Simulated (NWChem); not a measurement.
# C6H4; SMILES C#C/C=C/C#C

```xyz
10

C     -0.1284     3.0832     0.0000
C      0.1257     1.8818     0.0000
C      0.4604     0.5067     0.0000
C     -0.4604    -0.5067     0.0000
C     -0.1257    -1.8818     0.0000
C      0.1284    -3.0832     0.0000
H     -0.3616     4.1387     0.0000
H      1.5345     0.2498     0.0000
H     -1.5345    -0.2498     0.0000
H      0.3616    -4.1387     0.0000
```
Atoms are numbered in this order, from 1.

Level: PBE-D3(BJ)/def2-SVP (NWChem), optimised geometry, unscaled harmonic frequencies. 

```tsv
frequency (cm⁻¹)	IR intensity (km/mol)
117	1.5
123	1.1
236	0.0
357	0.0
495	10.1
512	0.0
521	5.5
616	0.0
617	73.8
649	0.0
650	78.2
828	0.0
921	36.4
1011	0.0
1049	12.3
1225	1.1
1251	0.0
1604	0.0
2125	0.0
2153	0.2
3084	0.0
3091	5.9
3407	206.7
3407	0.0
```

```json
{
  "zero_point_energy": "42.9 kcal/mol",
  "thermal correction to the enthalpy at 298.15 K (with zero-point energy)": "47.6 kcal/mol",
  "heat capacity Cv": "22.9 cal/(mol K)",
  "entropy at 298.15 K and 1 atm (symmetry number 2)": "76.4 cal/(mol K)",
  "dipole_moment": "0.00 D"
}
```

Rigid rotor and harmonic oscillator.
